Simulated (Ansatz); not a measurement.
Molecule: CHBr$_{2}$, charge 0, multiplicity 2. It need not be the lowest isomer of its formula. 
Coordinates optimised at B3LYP-D3(BJ)/def2-TZVP (Ansatz, a quantum-chemistry and plane-wave program):
SMILES: Br[CH]Br
```xyz
4

C      0.5750    -0.2201     0.5525
Br     0.5158     1.5375    -0.0688
Br    -0.6416    -1.4894    -0.0703
H      0.9513    -0.3645     1.5533
```
Charge 0, spin multiplicity 2.

Property: atomisation energy (electronic, to ground-state atoms), in eV. Valence correlation only, unless marked. Open shells are spin-unrestricted. Spin-orbit coupling is left out. Frozen are the shells of the preceding noble gas and the d and f shells that filled before the atom's block. No relativistic terms. The coupled-cluster limit lacks core correlation, which all-electron functionals hold. CBS(X,Y): correlation extrapolated as X^-3; Hartree-Fock from the larger set. The bracket is a focal-point correction in the basis named.

| level | program | atomisation energy (eV) |
|---|---|---|
| r2SCAN-D3(BJ)/def2-TZVPD | Ansatz + dftd3 | 10.92 |
| r2SCANh-D4/def2-TZVPD | Ansatz + dftd4 | 10.79 |
| HSE06/def2-TZVPD | Ansatz | ___ |
| SCS-MP2/cc-pVTZ | Ansatz | 10.07 |
| CCSD/STO-3G | Ansatz | 10.59 |
| RI-MP2/CBS(cc-pVTZ,cc-pVQZ)+[CCSD(T)-MP2]/cc-pVTZ | Ansatz | 10.49 |

Problem. Fill in the missing entries.

Solution. 
- HSE06/def2-TZVPD, atomisation energy (eV): 10.83
